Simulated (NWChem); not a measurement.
Molecule: C₃H₅F; SMILES C/C=C\F

Computed with NWChem. All runs use the structure optimised with PBE-D3(BJ)/def2-SVP. Level: M06-2X/def2-SVP with COSMO at NWChem's default radii, gas-phase geometry; rows give the dielectric constant.

```csv
dielectric constant,electrostatic solvation energy (kcal/mol),dipole in solution (D)
2.4,-1.3,1.63
3.9,-1.7,1.70
20.7,-2.3,1.80
37.5,-2.3,1.81
78.4,-2.4,1.81
```
